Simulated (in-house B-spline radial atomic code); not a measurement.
PBEsol excitations of Xe IX (Xe8+)

Method: PBEsol. Computed with an all-electron radial atomic-structure program (B-spline basis): linear response of the closed shell [Kr] 4d10 with the functional's adiabatic kernel; scalar-relativistic (spin-free one-electron X2C), finite nucleus, no spin-orbit coupling, no double excitations, S, P, D and F terms only; shells from n = 2 respond. Only terms of natural parity with L up to 3 were computed.

Command:
```bash
python run_td.py task.json out
```
Settings (radii: box in bohr, nucleus in fm):
```
Z                        54
electrons                46
configuration            [Kr] 4d10
hamiltonian              x2c
method                   pbesol
box_radius               11.59
rms_radius               4.7859
intervals                69
```

Cost of the run: 1.3 s on 1 thread of Intel(R) Xeon(R) 6975P-C (Granite Rapids), on a shared host.

The lowest states, in the order of their Tamm-Dancoff energies; the method's threshold (minus the highest occupied level) is 167.70 eV. Labels give the largest channel, * marks a mixed state, and oscillator strengths are full-response dipole values. Semilocal kernels can invert the small singlet-triplet splittings of Rydberg terms. Energies in eV:

```csv
state,full response,Tamm-Dancoff,oscillator strength
4d → 5s 3D,53.81,53.82,-
4d → 5s 1D,54.71,54.72,-
4d → 5p 3P,?,?,-
4d → 5p 3F,70.52,70.53,-
4d → 5p 1F,?,?,-
4d → 5p 1P,72.30,72.38,0.998
4d → 4f 3P,82.25,82.30,-
4d → 4f 3F,83.53,83.56,-
4d → 4f 1F,86.57,86.65,-
4d → 5d 3S,93.96,93.99,-
```

(1) Where does 4d → 5p 3P lie?

(2) Where does 4d → 5p 1F lie?

(3) How large is the singlet-triplet splitting of 4d → 5s (D terms) in Tamm-Dancoff?

(4) What polarisabilities and dispersion coefficient does the method give?

## Answers

(1) At 70.25 eV in full response, 70.27 eV in Tamm-Dancoff.

(2) At 71.09 eV in full response, 71.10 eV in Tamm-Dancoff.

(3) 0.892 eV, from the unrounded values.

(4) Dipole 0.8562 bohr³, quadrupole 0.8954 bohr⁵, C6 2.157 hartree·bohr⁶ for two such species.
